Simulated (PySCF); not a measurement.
# Bonding in `C1CC[N+]2(C1)CCCC2`

Species: C₈H₁₆N (charge +1).
SMILES with atom numbers: `[CH2:1]1[CH2:2][CH2:3][N+:4]2([CH2:5]1)[CH2:6][CH2:7][CH2:8][CH2:9]2` (hydrogens: H10, H11 on C1; H12, H13 on C2; H14, H15 on C3; H16, H17 on C5; H18, H19 on C6; H20, H21 on C7; H22, H23 on C8; H24, H25 on C9)

Structure used (GFN2-xTB), in Å, numbered top down from 1:
```
atom  x, y, z in Å
C1     1.9839   -0.1075    1.3480
C2     2.2660    0.4776   -0.0488
C3     1.0671    0.0477   -0.9005
N4    -0.0137   -0.2726    0.0681
C5     0.7350   -0.9611    1.1471
C6    -1.1095   -1.0985   -0.5360
C7    -2.4075   -0.3109   -0.3613
C8    -1.9168    1.1308   -0.2891
C9    -0.6652    0.9799    0.5606
H10    2.8118   -0.7082    1.7157
H11    1.8027    0.6837    2.0738
H12    2.3651    1.5607   -0.0086
H13    3.1885    0.0848   -0.4697
H14    0.7345    0.8110   -1.6021
H15    1.3054   -0.8609   -1.4556
H16    0.1238   -1.0617    2.0427
H17    1.0088   -1.9560    0.7909
H18   -1.1501   -2.0735   -0.0532
H19   -0.8938   -1.2454   -1.5940
H20   -2.9085   -0.5868    0.5663
H21   -3.0953   -0.4831   -1.1849
H22   -1.6768    1.5098   -1.2827
H23   -2.6388    1.8017    0.1681
H24   -0.9453    0.8400    1.6058
H25    0.0176    1.8227    0.4871
```

Bond orders from the PBE0/pcSseg-1 density (PySCF). Geometry: GFN2-xTB, one conformer, isolated ion.

Question: Where do the orders between heavy atoms depart from those drawn in the SMILES?

Answer: The largest departure is 0.201, at N4–C6 (drawn single, 0.799). Drawn single, order below 0.88: C3–N4 (0.844), N4–C5 (0.848), N4–C6 (0.799) and C9–N4 (0.821). The SMILES, with its formal charges, is one Lewis structure only.

Question: Set the Mayer orders of the bonds between heavy atoms beside their lengths.

Answer: 
```
 bond  drawn as  length (Å)  Mayer order
C1–C2    single       1.540        1.015
C2–C3    single       1.532        1.035
C3–N4    single       1.486        0.844
N4–C5    single       1.483        0.848
N4–C6    single       1.499        0.799
C6–C7    single       1.528        1.045
C7–C8    single       1.525        1.024
C8–C9    single       1.520        1.030
C5–C1    single       1.526        1.035
C9–N4    single       1.495        0.821
```

Bonds between the same two heavy elements. C–C: lowest C1–C2 (1.015, 1.540 Å), highest C6–C7 (1.045, 1.528 Å); in 1 of the 15 pairs the longer bond (by over 0.003 Å) has the higher order (by 0.02 or more). C–N: lowest N4–C6 (0.799, 1.499 Å), highest N4–C5 (0.848, 1.483 Å).

Question: And the bonds to hydrogen?

Answer: C–H: 0.93 to 0.94 (16 bonds).

Question: Sum the orders of all bonds at each heavy atom with more than one neighbour and set the sums beside the valence in the SMILES.

Answer: C1 3.935 (drawn 4), C2 3.936 (drawn 4), C3 3.749 (drawn 4), N4 3.312 (drawn 4), C5 3.758 (drawn 4), C6 3.723 (drawn 4), C7 3.950 (drawn 4), C8 3.936 (drawn 4), C9 3.723 (drawn 4). Orders between atoms that aren't bonded are not in these sums.

For a closed shell the Mayer order of atoms A and B is Σ (PS)μν (PS)νμ over the basis functions μ on A and ν on B, with P the density and S the overlap matrix.
